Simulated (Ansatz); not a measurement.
Born–Oppenheimer molecular dynamics of ClF$_{2}$H$_{4}$OPTi (10 atoms, charge 0, multiplicity 1). It starts at the highest image of a converged band. Of that band: A structure lower than the first end lies on the path between it and the top, so the climb from that side starts below the end, which may itself be a saddle point or a shallow side well. A vibrational analysis at the climbing image gives 2 clearly imaginary modes (443i, 66i cm⁻¹): a point of higher order, so a lower path passes nearby.

These are results of Ansatz 0.2.0, RKS PBE/def2-SVP, not measurements.

```yaml
ensemble: NVE (velocity Verlet)
time_step: 0.5 fs
steps_asked: 200
starting_velocities_drawn_for: 100 K
seed: 8822
```

First frame:

```xyz
10
Properties=species:S:1:pos:R:3
Ti -0.380 -0.092 -0.409
Cl 0.256 1.126 2.059
O 1.051 -1.068 -0.014
H 1.730 -0.733 0.606
F -0.135 1.519 -1.045
F -1.134 -0.962 -1.722
P -2.261 -0.449 1.315
H -3.582 -0.313 0.781
H -2.256 -1.845 1.627
H -1.163 0.553 2.204
```

(1) How far do the bonds stretch over the last three quarters of this one trajectory? (Pairs bonded in most of those frames.)

Answers

(1) 
| bond | mean (Å) | spread (Å) | shortest | longest |
| --- | --- | --- | --- | --- |
| Ti1–Cl2 | 3.054 | 0.150 | 2.86 | 3.37 |
| Ti1–O3 | 1.779 | 0.003 | 1.77 | 1.79 |
| Ti1–F5 | 1.754 | 0.012 | 1.74 | 1.77 |
| Ti1–F6 | 1.741 | 0.007 | 1.73 | 1.75 |
| Ti1–P7 | 2.536 | 0.070 | 2.45 | 2.63 |
| Cl2–H10 | 1.346 | 0.026 | 1.30 | 1.42 |
| O3–H4 | 0.978 | 0.013 | 0.96 | 1.00 |
| P7–H8 | 1.441 | 0.026 | 1.40 | 1.48 |
| P7–H9 | 1.438 | 0.004 | 1.43 | 1.45 |

Mean temperature of the second half: 194 K. The conserved energy stayed within 0.046 meV per atom of its start (net change 0.027 meV per atom), so the integration is sound. The kinetic energy rose, since the run started high on the potential surface and went downhill. It ends in pieces (ClH + F2H3OPTi), so much of that is their flight and rotation, not heat. A run of 0.1 ps of so small a system gives no equilibrium averages. The orbitals stay closed-shell, which can raise the energy where a bond breaks towards radicals; this wasn't checked here.

The run took 3.4 min on 4 threads of Intel(R) Xeon(R) 6975P-C (Granite Rapids) (shared host), peak memory 0.21 GiB.
